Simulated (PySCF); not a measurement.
These are PBE-D3(BJ)/def2-TZVP // B3LYP-D3(BJ)/def2-TZVP (PySCF) values and carry that method's errors. Gas-phase values, no solvent. 

Reference species (SMILES): `[Cl][SnH][Cl]` (neutral, multiplicity 2).

```json
{
  "dipole_moment": "2.54 D"
}
```

Changed species: `[SnH3]` (radical fragment; the reference has radical fragment).

Question: Give the shifts of the dipole moment.

Answer: the dipole moment falls by 2.22 D, to 0.32 D.
